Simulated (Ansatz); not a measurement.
System: GeNH4, charge 0, doublet. GeNH4 (SMILES [NH2][GeH2], doublet).
B3LYP-D3(BJ)/def2-TZVP minimum from Ansatz (a program for electronic structure):
```
N
H 1 1.0112
H 1 1.0112 2 109.57
Ge 1 1.8566 2 116.41 3 -134.70
H 4 1.5564 1 104.83 2 -56.30
H 4 1.5564 5 109.94 1 112.18
```
Charge 0, spin multiplicity 2.

Total energies in cc-pVDZ, 13 correlated electrons, 15 frozen orbitals. Open shells are spin-unrestricted; no spin-orbit coupling. Cores are frozen in correlated methods (noble-gas shells, and filled d and f shells in the p block). No relativity.

```csv
method,program,energy (Eh),minus CCSDT(Q) (mEh)
HF,Ansatz,-2132.08330,300.04
MP2,Ansatz,-2132.34452,38.83
CCSD,Ansatz,-2132.37451,8.83
CCSD(T),Ansatz,-2132.38191,1.44
CCSDT(Q),Ansatz,-2132.38335,0.00
```

Rough core times of Ansatz's runs on a shared machine: CCSD(T) under 20 s, CCSDT(Q) 50 s.
